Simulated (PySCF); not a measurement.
## A survey of 29Si NMR shifts

Level of theory: PBE0/pcSseg-1 with gauge-including orbitals, geometry from GFN2-xTB, in PySCF 2.14 (relativity neglected, gas phase, one conformer, averaged over atoms made equivalent by symmetry, fast rotation or ring inversion).

Shieldings were converted by a linear fit to measured shifts: 29Si: δ = 279.94 − 0.822σ (rms 8.9 ppm, 72 shifts, 25.8 ppm with the 6 outliers that the fit left out vs TMS, solution or neat liquid). A few per cent of atoms miss by over 2 rms, more outside the fitted compound classes.

Question: Give the 29Si shifts of `O=C=C(C=O)[C@@H]([SiH3])OC=O`, `C[C@@H]1[SiH2]C[C@H]1F`, `C=C[Si@@H]1[SiH2][SiH2][Si@@H]1C`, `CC(C)C1=NN([SiH3])CC1`, `C[C@@H]1[SiH2]C[C@@H]1F`, `C[C@@H]1[SiH2]C[C@@H]1F`.

Answer: 
```
                                                 compound                                              environment  δ (ppm)
                             O=C=C(C=O)[C@@H]([SiH3])OC=O                                 silicon bonded to C, 3 H    -64.5
                                   C[C@@H]1[SiH2]C[C@H]1F         silicon bonded to 2 C, 2 H, in a 4-membered ring    -54.8
[CH2:1]=[CH:2][Si@@H:3]1[SiH2:4][SiH2:5][Si@@H:6]1[CH3:7]  Si6: silicon bonded to C, 2 Si, H, in a 4-membered ring    -43.9
[CH2:1]=[CH:2][Si@@H:3]1[SiH2:4][SiH2:5][Si@@H:6]1[CH3:7]  Si3: silicon bonded to C, 2 Si, H, in a 4-membered ring    -46.4
[CH2:1]=[CH:2][Si@@H:3]1[SiH2:4][SiH2:5][Si@@H:6]1[CH3:7]   Si5: silicon bonded to 2 Si, 2 H, in a 4-membered ring    -86.5
[CH2:1]=[CH:2][Si@@H:3]1[SiH2:4][SiH2:5][Si@@H:6]1[CH3:7]   Si4: silicon bonded to 2 Si, 2 H, in a 4-membered ring    -86.5
                                    CC(C)C1=NN([SiH3])CC1                                 silicon bonded to N, 3 H    -56.5
                                  C[C@@H]1[SiH2]C[C@@H]1F         silicon bonded to 2 C, 2 H, in a 4-membered ring    -52.9
                                  C[C@@H]1[SiH2]C[C@@H]1F         silicon bonded to 2 C, 2 H, in a 4-membered ring    -52.9
```

Question: Order these by 29Si shift, lowest first.
A. C=C1[SiH2]N(C)C[C@@H]1CN
B. CC[C@@](C)([SiH3])[C@@H]1C[C@H]1F
C. CC[Si@@H]1C[C@H](C#N)[C@@H]1F
D. C/C([SiH3])=C/CF

Answer: D (-68.4 ppm, silicon bonded to C, 3 H), B (-50.4 ppm, silicon bonded to C, 3 H), A (-38.8 ppm, silicon bonded to C, N, 2 H, in a 5-membered ring), C (-12.6 ppm, silicon bonded to 3 C, H, in a 4-membered ring).
